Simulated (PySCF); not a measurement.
Correlation energy of Os⁺ (osmium, charge +1)

[Xe] 4f14 5d6 6s1, high-spin 6D determinant. Calculation: PySCF 2.14, in x2c-TZVPPall with one added diffuse shell each of s, p, d, f type (12s8p8d4f1g, 113 functions); scalar relativity by spin-free X2C-1e. Frozen: [Xe] 4f14; 7 electrons correlated.

MP2 pair energies summed by pair of shells (mhartree):

```csv
pair,energy,share (%)
5d-5d,-90.18,75.8
5d-6s,-28.83,24.2
```

Total MP2 correlation energy: -119.01 mhartree.

Same-spin part -69.71 and opposite-spin part -49.30 mhartree; SCS-MP2 scales them by 1/3 and 6/5 to -82.39 mhartree.
